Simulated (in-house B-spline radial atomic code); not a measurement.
As. Computed with a B-spline radial atomic code. Model: all-electron spherical atom, spin shells full or empty, radial basis limit, no spin-orbit coupling: exact exchange with a local potential (Slater, KLI or optimised effective potential, whose far tail is KLI's), no correlation.

Exchange potential has not reached -1/r at the last radius.

The run also made RPA and GW results, which its time includes.

The Slater potential averages the orbital exchange potentials with the orbital densities as weights, KLI adds orbital constants, and the optimised effective potential minimises the exact-exchange energy among local potentials. So their energies lie above Hartree-Fock in the order OEP, KLI, Slater. All fall off as −1/r, unlike LDA and GGA exchange.

Command:
```bash
python run_gw.py task.json out
```
Settings (nuclear radius in fm, other lengths in bohr, energies in hartree):
```
Z                      33
electrons              33
configuration          [Ar] 3d10 4s2 4p3
hamiltonian            x2c
method                 kli
lmax                   9
rms_radius             4.0968
spin_polarised         True
box_radius             40
intervals              108
```

Cost of the run: 19 s on 1 thread of Arm Neoverse N1, with other jobs on the host.

Given: hamiltonian one-electron scalar X2C; mean-field start exchange-only KLI.

Computed: energy above Hartree-Fock 15.345 millihartree.

```tsv
radius (bohr)	r times exchange potential up (hartree bohr)	r times exchange potential down (hartree bohr)
0.00152	-0.04184	-0.041834
0.0019	-0.052209	-0.052201
0.00239	-0.0655	-0.06549
0.00301	-0.082166	-0.082154
0.00378	-0.10259	-0.10258
0.00476	-0.12808	-0.12806
0.00598	-0.15891	-0.15888
0.00752	-0.19623	-0.1962
0.00946	-0.24046	-0.24042
0.0119	-0.29139	-0.29133
0.0149	-0.34658	-0.3465
0.0188	-0.40616	-0.40605
0.0236	-0.46167	-0.46151
0.0297	?	?
0.0373	-0.53308	-0.53268
0.0469	-0.5345	-0.53376
0.059	-0.5256	-0.52424
0.0742	-0.55644	-0.5543
0.0933	-0.66147	-0.659
0.117	-0.79702	-0.79474
0.147	-0.90301	-0.90133
0.185	-0.93033	-0.92979
0.233	-0.86207	-0.86311
0.293	-0.81624	-0.81643
0.368	-0.98661	-0.98299
0.463	-1.2286	-1.2247
0.582	-1.364	-1.364
0.732	-1.3324	-1.3396
0.92	-1.153	-1.1653
1.16	-0.96199	-0.92908
1.45	-1.0015	-0.80413
1.83	-1.1815	-0.84613
2.3	-1.3041	-0.92603
2.89	-1.3314	-0.97427
3.63	?	?
4.57	-1.2041	-0.999
5.74	-1.1311	-0.99993
```

(1) What belongs in the row 0.0297?

(2) What belongs in the row 3.63?

| occupied | level (hartree) | Hartree-Fock level (hartree) |
| --- | --- | --- |
| 1s up | -430.16 | -438.96 |
| 1s down | -430.15 | -438.95 |
| 2s up | -54.709 | -57.778 |
| 2s down | -54.703 | -57.775 |
| 2p up | -47.995 | -50.491 |
| 2p down | -47.985 | -50.482 |
| 3s up | -7.2061 | -8.2816 |
| 3s down | -7.2044 | -8.2676 |
| 3p up | -5.1206 | -5.9435 |
| 3p down | ? | ? |
| 3d up | -1.685 | -2.0723 |
| 3d down | -1.676 | -2.0625 |
| 4s up | -0.70316 | -0.83246 |
| 4s down | ? | ? |
| 4p up | -0.36655 | -0.36905 |

(3) What belongs in the row 3p down?

(4) What belongs in the row 4s down?

| empty | level (hartree) |
| --- | --- |
| 4p down | -0.24443 |
| 5s up | -0.14173 |
| 5s down | -0.11269 |
| 5p up | -0.089663 |
| 4d up | ? |
| 5p down | -0.073817 |
| 6s up | -0.058199 |
| 4d down | -0.057305 |

(5) What belongs in the row 4d up?

## Answers

(1) r times exchange potential up (hartree bohr): -0.50725; r times exchange potential down (hartree bohr): -0.50701.

(2) r times exchange potential up (hartree bohr): -1.2838; r times exchange potential down (hartree bohr): -0.99359.

(3) level (hartree): -5.1175; Hartree-Fock level (hartree): -5.9234.

(4) level (hartree): -0.57399; Hartree-Fock level (hartree): -0.57384.

(5) level (hartree): -0.079195.

The highest level, 4p up, differs from Hartree-Fock by +0.068 eV and the deepest, 1s up, by +239 eV: a local potential can match the highest level but can't give each shell its own exchange.
